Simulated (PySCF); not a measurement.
**Al²⁺ (aluminium, charge +2) across methods**

[Ne] 3p1, 2P determinant (an excited configuration). Calculation: PySCF 2.14, in aug-cc-pV(T+d)Z (6s5p4d2f, 55 functions); no relativity, point nucleus. The B2PLYP total includes its PT2 part (frozen core); its orbital energies are those of the SCF part.

| method | E (hartree) | mean ε 2p α (eV) | mean ε 2p β (eV) | mean ε 3p α (eV) | Σ⟨r²⟩ (bohr²) | ⟨S²⟩ |
| --- | --- | --- | --- | --- | --- | --- |
| wB97M-V | -241.2119 | -98.953 | -98.740 | -21.080 | 11.21 | 0.750 |
| UHF | -240.78866 | -109.75 | -109.39 | -21.496 | 11.42 | 0.750 |
| B2PLYP | -241.1124 | -101.64 | -101.37 | -20.295 | 11.17 | 0.750 |
| revPBE | -241.1838 | -91.830 | -91.667 | -18.850 | 11.11 | 0.750 |
| LDA | -240.1641 | -91.930 | -91.751 | -18.690 | 11.03 | 0.750 |
| PBE | -241.0904 | -91.883 | -91.707 | -18.834 | 11.08 | 0.750 |
| PBE0 | -241.1126 | -96.655 | -96.436 | -19.607 | 11.13 | 0.750 |
| r2SCAN | -241.2066 | -93.543 | -93.375 | -18.865 | 11.10 | 0.750 |
| TPSS | -241.2502 | -92.309 | -92.146 | -18.814 | 11.10 | 0.750 |
